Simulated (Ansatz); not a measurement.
The cluster Sn₂Te₃. Charge 0, multiplicity 1. Geometry PBE0-D4/def2-SVP.

Cartesian coordinates in Å:
```
Sn -1.1367 -1.2774 -1.0618
Sn 1.2189 1.3346 -0.8852
Te -0.1880 0.0819 1.2957
Te 1.2724 -1.3477 2.9662
Te -1.1666 1.2085 -2.3149
```

In the def2 sets Sn, Te take a core potential, while STO-3G treats all electrons; there is no spin–orbit coupling. LC-ωPBE has ω = 0.4 bohr⁻¹. Another isomer (singlet) lies 1.56 eV lower at PBE0-D4/def2-TZVP; other spin states weren't run for this one.

(1) Estimate the orbital energies around the gap (eV) in Ansatz with HF/STO-3G, LDA (SPW92)/def2-TZVP, PBE-D4/def2-TZVP, PBE0-D4/def2-TZVP, LC-ωPBE/def2-TZVP.

## Answers

(1) 
```tsv
orbital	HF/STO-3G	LDA (SPW92)/def2-TZVP	PBE-D4/def2-TZVP	PBE0-D4/def2-TZVP	LC-ωPBE/def2-TZVP
HOMO−9	-13.01	-11.76	-11.46	-12.90	-16.22
HOMO−8	-10.58	-11.46	-11.15	-12.46	-15.43
HOMO−7	-9.17	-8.07	-7.85	-8.81	-11.15
HOMO−6	-8.15	-7.68	-7.49	-8.57	-11.07
HOMO−5	-8.02	-7.32	-7.11	-8.12	-10.50
HOMO−4	-6.94	-6.96	-6.76	-7.73	-10.06
HOMO−3	-6.65	-6.37	-6.18	-7.09	-9.33
HOMO−2	-6.15	-6.32	-6.12	-7.04	-9.31
HOMO−1	-3.79	-4.93	-4.72	-5.39	-7.40
HOMO	-3.73	-4.88	-4.68	-5.38	-7.38
LUMO	1.83	-4.25	-4.03	-3.63	-2.06
LUMO+1	2.99	-3.55	-3.33	-2.85	-1.16
LUMO+2	5.11	-2.80	-2.54	-1.87	-0.11
LUMO+3	5.75	-2.46	-2.24	-1.71	-0.11
LUMO+4	5.95	-2.45	-2.20	-1.58	0.32
LUMO+5	6.56	-1.92	-1.69	-1.13	0.57
```
